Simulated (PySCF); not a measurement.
[VS2]-, triplet: structure and spectrum

Method: PySCF, UPBE, basis V def2-SVPD, S def2-SVPD (no relativity, density fitting).

The structure is a minimum.

Z-matrix (Å, degrees; charge -1 multiplicity 3):
```
V
S  1 2.1110
S  1 2.1110 2 126.33
```

```
Point group                                                                   : C2v
Bond lengths                                                                  : V–S 2.111 Å (×2)
Bond angles                                                                   : S–V–S 126.3°
Principal polarisabilities                                                    : 119.1, 128.7, 168.2 bohr³
Spin squared ⟨S²⟩                                                             : 2.077
Enthalpy at 298.15 K above 0 K                                                : 12.93 kJ/mol
Lowest empty level (α)                                                        : 0.45 eV
Heat capacity Cp at 298.15 K                                                  : 51.9 J/(mol K)
Dipole moment about the centre of mass                                        : 2.97 D
Rotational constants                                                          : 0.6547, 0.0743, 0.06672 cm⁻¹
Highest occupied level (α)                                                    : -0.13 eV
Zero-point energy                                                             : 6.7 kJ/mol
Principal quadrupole moments (Buckingham, traceless) about the centre of mass : -20.67, 8.67, 12.00 D Å
Rotational symmetry number                                                    : 2
Entropy at 298.15 K and 1 bar (electronic part: spin only)                    : 297.4 J/(mol K)
```

Harmonic modes (masses in u: V 50.944, S 31.972):
| symmetry | ω (cm⁻¹) | IR (km/mol) | μ (u) |
| --- | --- | --- | --- |
| a1 | 123 | 0.6 | 36.08 |
| a1 | 459 | 26.3 | 35.27 |
| b2 | 532 | 191 | 39.28 |

In C2v the vibrations span 2a1 + b2. Here b1 is antisymmetric to the molecular plane and b2 lies in it.

Charges (e); Mulliken and Löwdin values are unreliable with diffuse functions:
```json
{"atom": "V1", "Mulliken": "0.40", "Löwdin": "0.16", "polar tensor": "0.77", "spin (Mulliken)": "2.67", "Mayer order to V1": "–"}
{"atom": "S2,3", "Mulliken": "-0.70", "Löwdin": "-0.58", "polar tensor": "-0.89", "spin (Mulliken)": "-0.34", "Mayer order to V1": "1.66"}
```

Mulliken populations on V1: s 6.74, p 12.37, d 3.49, f 0.01.

Outer orbital energies (eV). α occupied: -2.80, -2.29, -1.85, -1.76, -1.58, -1.07, -0.16, -0.13; empty: 0.45, 1.40, 1.67, 2.56. β occupied: -11.21, -10.92, -2.55, -2.05, -1.75, -1.67, -1.43, -1.14; empty: 1.29, 1.72, 2.16, 2.19.

Formally V is in oxidation state +3, d2, with 2 unpaired electrons (the high-spin count). The Mulliken spin on V is 2.67. The polar-tensor charge on V, 0.77, is far below the formal one.

Other isomers or separated fragments may lie lower. Other spin states or occupations of the open shell can lie lower. The lowest empty level of this anion is unbound, so it and the gap depend on the basis.

The final relaxation and frequency run took 43 s on 2 threads of a shared Arm Neoverse N1 host, with 88 basis functions and 8 gradients; the process peaked at 0.77 GiB. Launch command: `OMP_NUM_THREADS=2 python axn.py task.json out`.
